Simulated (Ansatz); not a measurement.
Reaction (ligand exchange at the Si–Cl bond): `N[SiH](N)Cl` + `N[SiH3]` → `N[SiH](N)N[SiH3]` + HCl

Program: Ansatz. Geometries: PBE0-D4/def2-TZVP. ΔE: electronic, gas phase. CCSD(T)/CBS is the MP2 limit (def2-TZVPP, def2-QZVPP) plus CCSD(T) − MP2 in def2-TZVPP, frozen cores. This one scheme is used for every species. DFT in def2-TZVPP. One conformer a species, not always the lowest.

`N[SiH](N)Cl`:

```xyz
9

N     0.802    0.475    1.111
Si    0.016   -0.517   -0.022
N    -1.049    0.456   -0.916
Cl    1.570   -1.403   -1.070
H     1.708    0.233    1.474
H     0.277    1.067    1.732
H    -0.795   -1.656    0.469
H    -1.805    0.038   -1.433
H    -0.725    1.308   -1.346
```

`N[SiH3]`:

```xyz
7

N     0.181    0.513   -0.918
Si   -0.123   -0.408    0.503
H     1.109    0.860   -1.097
H    -0.513    1.166   -1.245
H     0.917   -1.466    0.592
H    -0.098    0.349    1.791
H    -1.473   -1.015    0.374
```

`N[SiH](N)N[SiH3]`:

Z-matrix (Å, degrees):
```
Si
N 1 1.716
N 1 1.718 2 103.2
N 1 1.714 2 122.9 3 -118.9
H 1 1.487 2 103.9 3 123.3
H 2 1.006 1 120.5 3 -149.8
H 2 1.007 1 122.4 3 58.5
Si 3 1.727 1 125.7 2 25.7
H 3 1.008 1 117.0 2 -163.8
H 4 1.007 1 120.1 2 -82.5
H 4 1.007 1 121.3 2 65.3
H 8 1.489 3 112.4 1 -70.1
H 8 1.489 3 107.1 1 171.5
H 8 1.487 3 112.9 1 51.9
```

HCl:

```xyz
2

Cl    0.537    0.065   -0.342
H    -0.537   -0.065    0.342
```

```json
{"species": "`N[SiH](N)Cl`", "r2SCAN energy (Eh)": "-862.28922"}
{"species": "`N[SiH3]`", "r2SCAN energy (Eh)": "-347.23951"}
{"species": "`N[SiH](N)N[SiH3]`", "r2SCAN energy (Eh)": "-748.72667"}
{"species": "HCl", "r2SCAN energy (Eh)": "-460.78587"}
```

Question: Work out ΔE.

Answer: ΔE = (-748.72667) + (-460.78587) − (-862.28922) − (-347.23951) = 0.01619 Eh = +42.5 kJ/mol. CCSD(T)/CBS gives +35.7 kJ/mol.

Largest T1 diagnostic among the species: 0.010.

In def2-TZVPP, CCSD(T) changes the Hartree–Fock value by −14.4 kJ/mol (the triples alone add −1.3 kJ/mol) and MP2 by −10.9 kJ/mol. The D4 term adds −8.7 kJ/mol with B3LYP and −5.2 kJ/mol with PBE0; it sums over pairs of atoms, weighted by their polarisabilities, and B3LYP, whose exchange is more repulsive, gets the larger term.

B3LYP here is the variant with VWN-RPA as its local correlation; programs differ in this.
